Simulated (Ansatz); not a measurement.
Species: SiS, charge 1, doublet. SiS+ (parent SMILES [Si]=S, doublet).
B3LYP-D3(BJ)/def2-TZVP minimum from Ansatz (a program for electronic structure):
```
Si
S 1 2.0827
```
Charge +1, spin multiplicity 2.

Total energies in cc-pV(Q+d)Z, 9 correlated electrons, 10 frozen orbitals. UHF or UKS for unpaired electrons; spin-orbit terms are left out. Correlated methods leave the cores frozen. No relativity. The spin of SSi+ (parent SMILES [Si]=S, doublet) was assumed, and the state is the lowest solution found for it.

| method | program | energy (Eh) | minus CCSDT(Q) (mEh) |
|---|---|---|---|
| HF | Ansatz | -686.18378 | 271.01 |
| MP2 | Ansatz | -686.40819 | 46.60 |
| CCSD | Ansatz | -686.43843 | 16.37 |
| CCSD(T) | Ansatz | -686.45231 | 2.48 |
| CCSDT(Q) | Ansatz | -686.45480 | 0.00 |

Rough core times of Ansatz's runs on a shared machine: CCSD(T) 2 min, CCSDT(Q) 20 min.
